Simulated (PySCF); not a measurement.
**Running PySCF for B**

File input.py (PySCF 2.14):

```python
from pyscf import gto, dft

mol = gto.M(
    atom='B 0 0 0',
    basis='pcseg-2',
    charge=0,
    spin=1,
    symmetry=True,
    verbose=4,
)
mf = dft.UKS(mol, xc='camb3lyp')
mf.kernel()
mf.dip_moment()
print('orbital energies (hartree):', [e[max(0, n-3):n+3].round(4) for e, n in zip(mf.mo_energy, mol.nelec)])
```

```bash
$ python input.py
```

The log (some set-up lines and the per-cycle HOMO/LUMO lines with their warnings removed):

```
PySCF version 2.14.0

[INPUT] verbose = 4
[INPUT] num. atoms = 1
[INPUT] num. electrons = 5
[INPUT] charge = 0
[INPUT] spin (= nelec alpha-beta = 2S) = 1
[INPUT] symmetry True subgroup None
[INPUT] Mole.unit = angstrom
[INPUT] Symbol           X                Y                Z      unit          X                Y                Z       unit  Magmom
[INPUT]  1 B      0.000000000000   0.000000000000   0.000000000000 AA    0.000000000000   0.000000000000   0.000000000000 Bohr   0.0

nuclear repulsion = 0
point group symmetry = SO3
symmetry origin: [0. 0. 0.]
symmetry axis x: [1. 0. 0.]
symmetry axis y: [0. 1. 0.]
symmetry axis z: [0. 0. 1.]
num. orbitals of irrep s+0 = 4
num. orbitals of irrep p-1 = 3
num. orbitals of irrep p+0 = 3
num. orbitals of irrep p+1 = 3
num. orbitals of irrep d-2 = 2
num. orbitals of irrep d-1 = 2
num. orbitals of irrep d+0 = 2
num. orbitals of irrep d+1 = 2
num. orbitals of irrep d+2 = 2
num. orbitals of irrep f-3 = 1
num. orbitals of irrep f-2 = 1
num. orbitals of irrep f-1 = 1
num. orbitals of irrep f+0 = 1
num. orbitals of irrep f+1 = 1
num. orbitals of irrep f+2 = 1
num. orbitals of irrep f+3 = 1
number of shells = 4
number of NR pGTOs = 46
number of NR cGTOs = 30
basis = pcseg-2
ecp = {}

******** <class 'pyscf.dft.uks_symm.SymAdaptedUKS'> ********
method = SymAdaptedUKS
initial guess = minao
damping factor = 0
level_shift factor = 0
DIIS = <class 'pyscf.scf.diis.CDIIS'>
diis_start_cycle = 1
diis_space = 8
diis_damp = 0
SCF conv_tol = 1e-09
SCF conv_tol_grad = None
SCF max_cycles = 50
direct_scf = True
direct_scf_tol = 1e-13
number electrons alpha = 3  beta = 2
XC library pyscf.dft.libxc version 7.0.0
    S. Lehtola, C. Steigemann, M. J.T. Oliveira, and M. A.L. Marques.,  SoftwareX 7, 1–5 (2018)
XC functionals = camb3lyp
    T. Yanai, D. P. Tew, and N. C. Handy.,  Chem. Phys. Lett. 393, 51 (2004)
radial grids:
    Treutler-Ahlrichs [JCP 102, 346 (1995); DOI:10.1063/1.469408] (M4) radial grids

becke partition: Becke, JCP 88, 2547 (1988); DOI:10.1063/1.454033
pruning grids: <function nwchem_prune>
grids dens level: 3
symmetrized grids: True
atomic radii adjust function: <function treutler_atomic_radii_adjust>
small_rho_cutoff = 0
Freeze 0 electrons in irreps []
    5 free electrons in irreps s+0 p-1 p+0 p+1 d-2 d-1 d+0 d+1 d+2 f-3 f-2 f-1 f+0 f+1 f+2 f+3
Set gradient conv threshold to 3.16228e-05
tot grids = 14048
init E= -24.536145709694

cycle= 1 E= -24.6274505903598  delta_E= -0.0913  |g|= 0.0724  |ddm|= 0.494
cycle= 2 E= -24.6384325609339  delta_E= -0.011  |g|= 0.0232  |ddm|= 0.197
cycle= 3 E= -24.6392546779956  delta_E= -0.000822  |g|= 0.00736  |ddm|= 0.0515
cycle= 4 E= -24.6394198252  delta_E= -0.000165  |g|= 0.00064  |ddm|= 0.0347
cycle= 5 E= -24.6394204206909  delta_E= -5.95e-07  |g|= 8.88e-05  |ddm|= 0.00197
cycle= 6 E= -24.6394204359554  delta_E= -1.53e-08  |g|= 5.76e-06  |ddm|= 0.000334
cycle= 7 E= -24.6394204360116  delta_E= -5.62e-11  |g|= 3.74e-07  |ddm|= 2.38e-05
Extra cycle  E= -24.6394204360119  delta_E= -2.81e-13  |g|= 1.01e-07  |ddm|= 1.51e-06
converged SCF energy = -24.6394204360119  <S^2> = 0.75058904  2S+1 = 2.000589
Dipole moment(X, Y, Z, Debye):  0.00000,  0.00000,  0.00000
orbital energies (hartree): [array([-6.9313, -0.461 , -0.2463, -0.0475, -0.0475,  0.1226]), array([-6.9205, -0.4104, -0.0361, -0.0361, -0.0087])]
```

In short: E(SCF) = -24.639420 Eh, 7 cycles, ⟨S²⟩ = 0.751.

Wall time 1 s on one thread of a shared host.

No search for the lowest solution was made.
